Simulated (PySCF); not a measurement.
Job file and geometry (Å, from GFN2-xTB) of an NMR shielding run on `InChI=1S/C4H7BFN/c5-7-2-1-4(6)3-7/h3H,1-2,5H2`, PySCF 2.14.0, density-fitted response routines, GIAO PBE0/pcSseg-1 NMR shielding, non-relativistic, gas phase; density fitting, a coarse starting grid and PySCF grid level 2 are the driver's defaults:

```
$ OMP_NUM_THREADS=1 python probes_run.py task.json out

{"job": {"kind": "nmr", "xc": "PBE0", "basis": "pcSseg-1"}, "charge": 0, "multiplicity": 1}
B      2.178712     0.318862    -0.042860
N      0.797893     0.207434     0.002358
C     -0.111584     1.225057     0.269511
C     -1.364587     0.785774     0.238945
F     -2.474540     1.511176     0.455429
C     -1.449915    -0.677606    -0.071161
C      0.039889    -1.030027    -0.231251
H      2.808689    -0.637376    -0.284756
H      2.671738     1.359336     0.159920
H      0.240459     2.219104     0.467328
H     -1.927786    -1.228634     0.741817
H     -2.025783    -0.860425    -0.981120
H      0.259281    -1.404086    -1.233981
H      0.356855    -1.789062     0.487654
```

Task: What does the program print?

Result: 
```
coarse grid: 11920 points
cycle   1  E = -335.5690647181  dE =  1.044e+00  |g| = 4.535e-01  |ddm| = 3.335e+00
cycle   2  E = -335.5541341906  dE =  1.493e-02  |g| = 5.687e-01  |ddm| = 7.918e-01
cycle   3  E = -335.6106651764  dE = -5.653e-02  |g| = 8.751e-02  |ddm| = 4.472e-01
cycle   4  E = -335.6122032553  dE = -1.538e-03  |g| = 3.264e-02  |ddm| = 8.615e-02
cycle   5  E = -335.6124244569  dE = -2.212e-04  |g| = 1.258e-02  |ddm| = 3.326e-02
cycle   6  E = -335.6124572855  dE = -3.283e-05  |g| = 3.567e-03  |ddm| = 1.348e-02
cycle   7  E = -335.6124601422  dE = -2.857e-06  |g| = 8.250e-04  |ddm| = 3.417e-03
final grid: 116240 points
cycle   8  E = -335.6589380720  dE = -3.868e-05  |g| = 8.132e-03  |ddm| = 2.700e-02
cycle   9  E = -335.6589235467  dE =  1.453e-05  |g| = 1.195e-02  |ddm| = 1.586e-02
cycle  10  E = -335.6589536310  dE = -3.008e-05  |g| = 1.418e-03  |ddm| = 9.512e-03
cycle  11  E = -335.6589540319  dE = -4.009e-07  |g| = 3.312e-04  |ddm| = 1.205e-03
cycle  12  E = -335.6589540522  dE = -2.033e-08  |g| = 1.348e-04  |ddm| = 3.435e-04
cycle  13  E = -335.6589540564  dE = -4.239e-09  |g| = 3.851e-05  |ddm| = 1.397e-04
cycle  14  E = -335.6589540568  dE = -3.347e-10  |g| = 7.512e-06  |ddm| = 3.170e-05
converged SCF energy = -335.6589540568

GIAO shielding tensors (ppm)
atom      isotropic    diamagn.    paramagn.     s11        s22        s33       span
  0 B       64.985     196.373    -131.388     31.918     44.216    118.820     86.902
  1 N       97.830     325.049    -227.220    -15.599    133.118    175.970    191.569
  2 C       60.131     251.725    -191.594    -19.242     83.274    116.361    135.602
  3 C       21.800     254.008    -232.207    -61.547     53.283     73.665    135.211
  4 F      334.189     471.361    -137.172    253.713    320.785    428.068    174.354
  5 C      153.934     252.470     -98.536    130.331    160.461    171.009     40.678
  6 C      136.048     245.561    -109.513    102.005    133.005    173.135     71.129
  7 H       26.970      30.983      -4.013     24.430     26.847     29.631      5.201
  8 H       26.855      30.991      -4.136     24.426     26.798     29.340      4.913
  9 H       25.297      30.748      -5.451     23.865     24.060     27.966      4.101
 10 H       28.649      29.144      -0.495     24.928     26.808     34.210      9.283
 11 H       28.661      29.127      -0.466     24.943     26.817     34.224      9.282
 12 H       27.590      29.995      -2.404     23.070     27.369     32.331      9.262
 13 H       27.591      29.998      -2.407     23.111     27.358     32.303      9.192
```

Size and cost of the density-fitted run: 154 basis functions, 40 s wall time on 1 thread of an Arm Neoverse N1, shared host; peak memory 0.78 GiB.
